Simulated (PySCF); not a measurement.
F2Ge, charge +1, doublet, geometry from GFN2-xTB (a state made from the parent by changing its charge; the spin is typed, not shown lowest); PBE/def2-SVP run with PySCF.

Input for PySCF:
```python
from pyscf import gto, scf, dft

mol = gto.Mole()
mol.atom = '''
    Ge    0.009689   -0.006771    0.301893
    F     0.795187    1.454606   -0.530416
    F    -0.829637   -1.430529   -0.542983
'''
mol.basis = 'def2-svp'
mol.charge = 1
mol.spin = 1
mol.verbose = 4
mol.build()

mf = dft.UKS(mol)
mf.xc = 'pbe'
mf.kernel()
mf.analyze()
```

Problem. Write the output that PySCF gives for this input, abridged.

Solution. 
```
PySCF version 2.14.0

[INPUT] verbose = 4
[INPUT] num. atoms = 3
[INPUT] num. electrons = 49
[INPUT] charge = 1
[INPUT] spin (= nelec alpha-beta = 2S) = 1
[INPUT] symmetry False subgroup None
[INPUT] Mole.unit = angstrom
[INPUT] Symbol           X                Y                Z      unit          X                Y                Z       unit  Magmom
[INPUT]  1 Ge     0.009689000000  -0.006771000000   0.301893000000 AA    0.018309556421  -0.012795335589   0.570495088923 Bohr   0.0
[INPUT]  2 F      0.795187000000   1.454606000000  -0.530416000000 AA    1.502685647815   2.748806959149  -1.002340972087 Bohr   0.0
[INPUT]  3 F     -0.829637000000  -1.430529000000  -0.542983000000 AA   -1.567786712806  -2.703308023248  -1.026089160295 Bohr   0.0

nuclear repulsion = 177.157177444984
number of shells = 24
number of NR pGTOs = 122
number of NR cGTOs = 60
basis = def2-svp
ecp = {}

******** <class 'pyscf.dft.uks.UKS'> ********
method = UKS
initial guess = minao
damping factor = 0
level_shift factor = 0
DIIS = <class 'pyscf.scf.diis.CDIIS'>
diis_start_cycle = 1
diis_space = 8
diis_damp = 0
SCF conv_tol = 1e-09
SCF conv_tol_grad = None
SCF max_cycles = 50
direct_scf = True
direct_scf_tol = 1e-13
number electrons alpha = 25  beta = 24
XC library pyscf.dft.libxc version 7.1.2
    S. Lehtola, C. Steigemann, M. J. T. Oliveira, and M. A. L. Marques,  SoftwareX 7, 1–5 (2018)
XC functionals = pbe
    J. P. Perdew, K. Burke, and M. Ernzerhof,  Phys. Rev. Lett. 77, 3865 (1996)
    J. P. Perdew, K. Burke, and M. Ernzerhof,  Phys. Rev. Lett. 78, 1396 (1997)
    J. P. Perdew, K. Burke, and M. Ernzerhof,  Phys. Rev. Lett. 77, 3865 (1996)
    J. P. Perdew, K. Burke, and M. Ernzerhof,  Phys. Rev. Lett. 78, 1396 (1997)
radial grids:
    Treutler-Ahlrichs [JCP 102, 346 (1995); DOI:10.1063/1.469408] (M4) radial grids

becke partition: Becke, JCP 88, 2547 (1988); DOI:10.1063/1.454033
pruning grids: <function nwchem_prune>
grids dens level: 3
symmetrized grids: False
atomic radii adjust function: <function treutler_atomic_radii_adjust>
small_rho_cutoff = 0
Set gradient conv threshold to 3.16228e-05
tot grids = 49168
init E= -2275.12107213581

cycle= 1 E= -2275.15133514354  delta_E= -0.0303  |g|= 0.787  |ddm|= 1.43
cycle= 2 E= -2270.91873422727  delta_E= 4.23  |g|= 3.08  |ddm|= 2.91
cycle= 3 E= -2275.41350129642  delta_E= -4.49  |g|= 0.213  |ddm|= 2.22
cycle= 4 E= -2275.40863305219  delta_E= 0.00487  |g|= 0.195  |ddm|= 0.237
cycle= 5 E= -2275.4219339144  delta_E= -0.0133  |g|= 0.0459  |ddm|= 0.0994
cycle= 6 E= -2275.42296963722  delta_E= -0.00104  |g|= 0.00355  |ddm|= 0.0532
cycle= 7 E= -2275.4229607707  delta_E= 8.87e-06  |g|= 0.00667  |ddm|= 0.00949
cycle= 8 E= -2275.4229784028  delta_E= -1.76e-05  |g|= 0.00171  |ddm|= 0.0063
cycle= 9 E= -2275.42297973666  delta_E= -1.33e-06  |g|= 0.000279  |ddm|= 0.00175
cycle= 10 E= -2275.42297978143  delta_E= -4.48e-08  |g|= 3.22e-05  |ddm|= 0.000373
cycle= 11 E= -2275.42297978192  delta_E= -4.89e-10  |g|= 9.45e-06  |ddm|= 4.99e-05
Extra cycle  E= -2275.42297978164  delta_E= 2.85e-10  |g|= 2.81e-05  |ddm|= 3.54e-05
converged SCF energy = -2275.42297978164  <S^2> = 0.75329996  2S+1 = 2.0032972
**** SCF Summaries ****
Total Energy =                       -2275.422979781636968
Nuclear Repulsion Energy =             177.157177444984171
One-electron Energy =                -3509.397417108925765
Two-electron Energy =                 1056.817259882304825
Two-electron Coulomb Energy =         1155.852114239195316
DFT Exchange-Correlation Energy =      -99.034854356890520
**** MO energy ****
                             alpha | beta                alpha | beta
MO #1   energy= -397.424961260629  | -397.424026541391  occ= 1 | 1
MO #2   energy= -49.5515665151028  | -49.5509886199637  occ= 1 | 1
MO #3   energy= -44.1802019465764  | -44.1797857487692  occ= 1 | 1
MO #4   energy= -44.1790486318015  | -44.178324325418   occ= 1 | 1
MO #5   energy= -44.1778639889945  | -44.1769199050767  occ= 1 | 1
MO #6   energy= -24.560386130706   | -24.5519182182267  occ= 1 | 1
MO #7   energy= -24.5603451882733  | -24.5518785905191  occ= 1 | 1
MO #8   energy= -6.37377649259937  | -6.37226848224951  occ= 1 | 1
MO #9   energy= -4.59511005289967  | -4.59304492992762  occ= 1 | 1
MO #10  energy= -4.59137866221655  | -4.58899844764682  occ= 1 | 1
MO #11  energy= -4.5869969682312   | -4.58625617963279  occ= 1 | 1
MO #12  energy= -1.49915911755121  | -1.49591611329231  occ= 1 | 1
MO #13  energy= -1.49682550060525  | -1.49286249521636  occ= 1 | 1
MO #14  energy= -1.49550531369381  | -1.49269160936578  occ= 1 | 1
MO #15  energy= -1.49343575030032  | -1.49138422961636  occ= 1 | 1
MO #16  energy= -1.49329249152977  | -1.49018595451596  occ= 1 | 1
MO #17  energy= -1.3187551841876   | -1.3007664854611   occ= 1 | 1
MO #18  energy= -1.31360901543687  | -1.29517424519705  occ= 1 | 1
MO #19  energy= -0.793744967386727 | -0.772552739245095 occ= 1 | 1
MO #20  energy= -0.704578197212002 | -0.673436789062839 occ= 1 | 1
MO #21  energy= -0.637984232646088 | -0.628936740019137 occ= 1 | 1
MO #22  energy= -0.636895268375036 | -0.627138038038379 occ= 1 | 1
MO #23  energy= -0.622377056690992 | -0.614636872074821 occ= 1 | 1
MO #24  energy= -0.620503997645508 | -0.61142419267524  occ= 1 | 1
MO #25  energy= -0.58774530820733  | -0.544721333639961 occ= 1 | 0
MO #26  energy= -0.41760160218119  | -0.397582861276673 occ= 0 | 0
MO #27  energy= -0.356271919680092 | -0.338539000716298 occ= 0 | 0
MO #28  energy= -0.279160585586518 | -0.258014444532159 occ= 0 | 0
MO #29  energy= -0.111925930810098 | -0.10204863584105  occ= 0 | 0
MO #30  energy= 0.0401348776820898 | 0.0509762157075171 occ= 0 | 0
MO #31  energy= 0.0435466154985162 | 0.0568037377481962 occ= 0 | 0
MO #32  energy= 0.0594025519407744 | 0.0683458200964711 occ= 0 | 0
MO #33  energy= 0.0595422351730366 | 0.0836143230171658 occ= 0 | 0

To work with the spin densities directly, `use mulliken_meta_spin()` only printing them here.

 ** Mulliken spin pop alpha/beta on meta-lowdin orthogonal AOs **
 ** Mulliken Spin Density (per AO)  **
spin_pop of  0 Ge 1s        0.00000
spin_pop of  0 Ge 2s        0.00001
spin_pop of  0 Ge 3s        0.00003
spin_pop of  0 Ge 4s        0.32210
spin_pop of  0 Ge 5s       -0.00015
spin_pop of  0 Ge 2px      -0.00000
spin_pop of  0 Ge 2py      -0.00000
spin_pop of  0 Ge 2pz       0.00000
spin_pop of  0 Ge 3px      -0.00001
spin_pop of  0 Ge 3py      -0.00001
spin_pop of  0 Ge 3pz       0.00000
spin_pop of  0 Ge 4px      -0.00073
spin_pop of  0 Ge 4py      -0.01314
spin_pop of  0 Ge 4pz       0.12064
spin_pop of  0 Ge 5px      -0.00017
spin_pop of  0 Ge 5py      -0.00090
spin_pop of  0 Ge 5pz       0.00466
spin_pop of  0 Ge 3dxy      0.00028
spin_pop of  0 Ge 3dyz     -0.00010
spin_pop of  0 Ge 3dz^2    -0.00002
spin_pop of  0 Ge 3dxz     -0.00009
spin_pop of  0 Ge 3dx2-y2    0.00008
spin_pop of  0 Ge 4dxy      0.00154
spin_pop of  0 Ge 4dyz     -0.00015
spin_pop of  0 Ge 4dz^2     0.00025
spin_pop of  0 Ge 4dxz     -0.00021
spin_pop of  0 Ge 4dx2-y2    0.00052
spin_pop of  0 Ge 5dxy      0.00026
spin_pop of  0 Ge 5dyz     -0.00006
spin_pop of  0 Ge 5dz^2    -0.00008
spin_pop of  0 Ge 5dxz     -0.00014
spin_pop of  0 Ge 5dx2-y2    0.00004
spin_pop of  1 F 1s       -0.00000
spin_pop of  1 F 2s       -0.00042
spin_pop of  1 F 3s        0.00008
spin_pop of  1 F 2px       0.02456
spin_pop of  1 F 2py       0.10166
spin_pop of  1 F 2pz       0.15639
spin_pop of  1 F 3px       0.00005
spin_pop of  1 F 3py       0.00007
spin_pop of  1 F 3pz       0.00022
spin_pop of  1 F 3dxy      0.00003
spin_pop of  1 F 3dyz      0.00008
spin_pop of  1 F 3dz^2     0.00000
spin_pop of  1 F 3dxz      0.00003
spin_pop of  1 F 3dx2-y2    0.00002
spin_pop of  2 F 1s       -0.00000
spin_pop of  2 F 2s       -0.00042
spin_pop of  2 F 3s        0.00008
spin_pop of  2 F 2px       0.03361
spin_pop of  2 F 2py       0.09044
spin_pop of  2 F 2pz       0.15855
spin_pop of  2 F 3px       0.00006
spin_pop of  2 F 3py       0.00007
spin_pop of  2 F 3pz       0.00022
spin_pop of  2 F 3dxy      0.00004
spin_pop of  2 F 3dyz      0.00008
spin_pop of  2 F 3dz^2     0.00000
spin_pop of  2 F 3dxz      0.00003
spin_pop of  2 F 3dx2-y2    0.00001
 ** Mulliken Spin Density (per atom)  **
spin density of  0 Ge =      0.43445
spin density of  1 F =      0.28278
spin density of  2 F =      0.28277
 ** Mulliken pop alpha/beta on meta-lowdin orthogonal AOs **
 ** Mulliken pop       alpha | beta **
In total            25.00000 | 24.00000
 ** Mulliken atomic charges   ( Nelec_alpha | Nelec_beta ) **
charge of  0Ge =      1.37395  (    15.53025     15.09580 )
charge of  1F =     -0.18697  (     4.73487      4.45210 )
charge of  2F =     -0.18698  (     4.73487      4.45210 )

WARN: System has nonzero charge 1; the dipole moment is origin-dependent.
Location of origin: [0. 0. 0.]

Dipole moment(X, Y, Z, Debye):  0.07212, -0.05039,  2.24673
```
